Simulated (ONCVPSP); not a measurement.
Configuration tests for Tc (Z = 43) (ONCV)

| Quantity | Value |
| --- | --- |
| Element | technetium (Tc) |
| Generator | ONCVPSP 4.0.1 |
| Type | optimised norm-conserving Vanderbilt (ONCV) |
| Functional | PBEsol |
| Relativity | scalar-relativistic |
| Frozen core | [Ar] 3d10 |
| Valence charge | 15 |
| Reference configuration | 4s2 4p6 4d5 5s1 (charge +1) |
| Partial waves | 4s+5s: rc 1.65 bohr, ncon 5, nbas 10, qcut 9.6 1/bohr, 2 projectors; 4p: rc 1.80 bohr, ncon 3, nbas 6, qcut 9.7 1/bohr, 2 projectors, debl 0.6 Ha; 4d: rc 1.70 bohr, ncon 4, nbas 9, qcut 7.5 1/bohr, 2 projectors, debl 2.2 Ha |
| Local potential | polynomial inside 1.50 bohr (lpopt 5, dvloc0 4 Ha) |
| Core correction | polynomial model core, fcfact 0.6 |

In the p channel the program set the typed energies aside and used -1.944, 0.250 Ha.

Energies are relative to the spin-unpolarised reference configuration 4s2 4p6 4d5 5s1; without spin polarisation the order of configurations can differ from experiment.

```csv
valence configuration,charge,ΔE all-electron (eV),error AE − PS (meV)
4s2 4p6 4d5 5s2,0,-8.196,+1.2
4s2 4p6 4d5 5s0,+2,14.841,-2.4
```

(1) What are ΔE and the potential's error for 4s2 4p6 4d4 5s0?

(2) What are ΔE and the potential's error for 4s2 4p6 4d6 5s1?

Results:

(1) ΔE = 43.531 eV all-electron; the error (AE − PS) is -1.1 meV.

(2) ΔE = -9.112 eV all-electron; the error (AE − PS) is -0.5 meV.
